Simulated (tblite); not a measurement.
C5H8O4Si.
SMILES with atom numbers: `[O:1]=[CH:2][O:3][Si@@H:4]1[CH2:5][O:6][CH2:7][CH2:8][C:9]1=[O:10]` (hydrogens: H11 on C2; H12 on Si4; H13, H14 on C5; H15, H16 on C7; H17, H18 on C8)

The geometry is computed with GFN2-xTB (gas phase).

Task: What internal coordinates does the optimisation give?

Result: 
```json
{"bond": "O1=C2", "length (pm)": "119.2"}
{"bond": "C2–O3", "length (pm)": "131.5"}
{"bond": "O3–Si4", "length (pm)": "166.2"}
{"bond": "Si4–C5", "length (pm)": "191.4"}
{"bond": "C5–O6", "length (pm)": "142.0"}
{"bond": "O6–C7", "length (pm)": "140.1"}
{"bond": "C7–C8", "length (pm)": "154.1"}
{"bond": "C8–C9", "length (pm)": "150.7"}
{"bond": "C9=O10", "length (pm)": "120.8"}
{"bond": "Si4–C9", "length (pm)": "191.9"}
{"bond": "C2–H11", "length (pm)": "110.2"}
{"bond": "Si4–H12", "length (pm)": "145.7"}
{"bond": "C5–H13", "length (pm)": "109.1"}
{"bond": "C5–H14", "length (pm)": "110.2"}
{"bond": "C7–H15", "length (pm)": "110.0"}
{"bond": "C7–H16", "length (pm)": "109.3"}
{"bond": "C8–H17", "length (pm)": "109.1"}
{"bond": "C8–H18", "length (pm)": "109.1"}
```

A selection of angles:
```json
{"angle": "O1–C2–O3", "degrees": "125.0"}
{"angle": "C2–O3–Si4", "degrees": "123.5"}
{"angle": "O3–Si4–C5", "degrees": "113.1"}
{"angle": "O3–Si4–C9", "degrees": "104.8"}
{"angle": "C5–Si4–C9", "degrees": "101.0"}
{"angle": "Si4–C5–O6", "degrees": "109.2"}
{"angle": "C5–O6–C7", "degrees": "114.5"}
{"angle": "O6–C7–C8", "degrees": "114.1"}
{"angle": "C7–C8–C9", "degrees": "110.5"}
{"angle": "C8–C9–O10", "degrees": "122.8"}
{"angle": "Si4–C9–C8", "degrees": "111.2"}
{"angle": "Si4–C9–O10", "degrees": "125.9"}
```

Torsions: O1–C2–O3–Si4 1° (synperiplanar); C2–O3–Si4–C5 -78° (synclinal); O3–Si4–C5–O6 -156° (antiperiplanar); Si4–C5–O6–C7 63° (synclinal); C5–O6–C7–C8 -76° (synclinal); O6–C7–C8–C9 68° (synclinal); C7–C8–C9–O10 123° (anticlinal); O3–Si4–C9–C8 160° (antiperiplanar).

The 6-membered ring Si4–C5–O6–C7–C8–C9 has internal angles of 101.0° to 114.5° (sum 660°, against 720° for a flat polygon); it is puckered, 0.25 Å rms from its mean plane, widest ring torsion 76°. The C–O distances run from 1.192 Å (O1=C2, drawn double) to 1.420 Å (C5–O6, drawn single), a spread of 0.228 Å. The C–C distances run from 1.507 Å (C8–C9, drawn single) to 1.541 Å (C7–C8, drawn single), a spread of 0.034 Å. Of the pairs four or more bonds apart, H14···H15 is among the closest relative to their van der Waals radii: 2.37 Å, 99 % of the sum of Bondi's values. Si4 (oxygen-bound silicon) is distorted tetrahedral (angles from 101.0° to 113.1°).

Point group: C1 (no symmetry element, even within 0.4 Å). Its GFN2-xTB frequencies are all real (lowest 19 cm⁻¹). The numbers are those of one conformer.
